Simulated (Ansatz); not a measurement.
Geometry optimisation, DFT LDA, scalar-relativistic, plane waves, PAW in Ansatz 0.2.0.

Input:

```yaml
crystal:
  lattice:
    - [6.62, 0.0, 0.0]
    - [3.31, 5.733088, 0.0]
    - [0.0, 0.0, 18.27614]
  atoms:
    - { symbol: Sc, position: [0.0, 0.0, 0.0547161] }
    - { symbol: Sc, position: [0.5, 0.0, 0.0547161] }
    - { symbol: Sc, position: [0.0, 0.5, 0.0547161] }
    - { symbol: Sc, position: [0.5, 0.5, 0.0547161] }
    - { symbol: Sc, position: [-0.1666667, 0.3333333, 0.1990612] }
    - { symbol: Sc, position: [0.3333333, 0.3333333, 0.1990612] }
    - { symbol: Sc, position: [-0.1666667, 0.8333333, 0.1990612] }
    - { symbol: Sc, position: [0.3333333, 0.8333333, 0.1990612] }
    - { symbol: Sc, position: [0.0, 0.0, 0.3434062] }
    - { symbol: Sc, position: [0.5, 0.0, 0.3434062] }
    - { symbol: Sc, position: [0.0, 0.5, 0.3434062] }
    - { symbol: Sc, position: [0.5, 0.5, 0.3434062] }
    - { symbol: Pd, position: [0.1656368, 0.6677931, 0.4823852] }
basis:
  ecutwfc: 420.0
kpoints:
  mp_grid: { grid: [3, 3, 1] }
hamiltonian:
  xc: lda
scf:
  occupations: { method: fermi_dirac, width: 0.15 }
  lower_state_search: "off"
relax:
  f_tol: 0.03
  max_steps: 60
  adjacent_minimum: "off"
  constraints: [{ sites: [0, 1, 2, 3] }]
output:
  write_density: true
  write_potential: true
  elf: true
  volumetric_format: npy
```

Launched with:

```bash
$ ansatz run input.yaml --threads 4 --pin off --max-ram 10240MiB --backend cpu --events-out ev --progress --plain --runs-dir out
```

Problem. Where does it end, and by what steps?

Solution. It converged. Limits of this set-up: coarse k mesh, thin slab, slab without dipole correction, a typed lattice constant that wasn't relaxed here. After 8 steps the energy has fallen by 2.284 eV; Pd13 moved furthest, 1.26 Å.

| step | energy less start (eV) | largest force component (eV/Å) | accepted |
| --- | --- | --- | --- |
| 0 | 0.0000 | 2.903 | yes |
| 1 | -0.6377 | 2.848 | yes |
| 2 | -1.2375 | 2.382 | yes |
| 3 | -1.6376 | 1.382 | yes |
| 4 | -1.9500 | 1.040 | yes |
| 5 | -2.1568 | 0.486 | yes |
| 6 | -2.2701 | 0.094 | yes |
| 7 | -2.2828 | 0.049 | yes |
| 8 | -2.2839 | 0.006 | yes |

```xyz
13
Lattice="6.6200 0.0000 0.0000 3.3100 5.7331 0.0000 0.0000 0.0000 18.2761" Properties=species:S:1:pos:R:3
Sc 0.000 0.000 1.000
Sc 3.310 0.000 1.000
Sc 1.655 2.867 1.000
Sc 4.965 2.867 1.000
Sc 0.000 1.911 3.391
Sc 3.310 1.892 3.384
Sc 1.638 4.787 3.384
Sc 4.982 4.787 3.384
Sc 0.000 -0.065 5.820
Sc 3.310 0.000 5.883
Sc 1.712 2.899 5.820
Sc 4.908 2.899 5.820
Pd 3.310 3.823 7.553
```

Whether the end is a true minimum wasn't checked by a vibrational analysis.

Time of the run: 65 s on 4 threads of AMD EPYC 7B13 (Zen 3), on a shared host, peak memory 1.7 GiB.
